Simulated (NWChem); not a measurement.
System: H₂SeO₂; SMILES O[Se]O

The following NWChem deck was run.

```
start job
memory heap 200 mb stack 900 mb global 1100 mb
geometry units angstroms noautoz
  Se     0.392615    -0.010231     0.000000
  O     -0.730569    -0.090441     1.393587
  H     -0.999793     0.812778     1.606801
  O     -0.730569    -0.090441    -1.393587
  H     -0.999793     0.812778    -1.606801
end
basis spherical
  * library def2-svp
end
dft
  xc optx lyp
  iterations 150
  mulliken
end
task dft energy
```

All runs use the structure optimised with PBE0/def2-SVP.

Task: What results follow from this input? (OLYP/def2-SVP.) Quantities: energy (Ha); highest occupied level (eV); orbital gap (eV); dipole (D).

Result: 
```json
{
 "energy (Ha)": "-2553.39",
 "highest occupied level (eV)": "-4.89",
 "orbital gap (eV)": "3.73",
 "dipole (D)": "2.84"
}
```
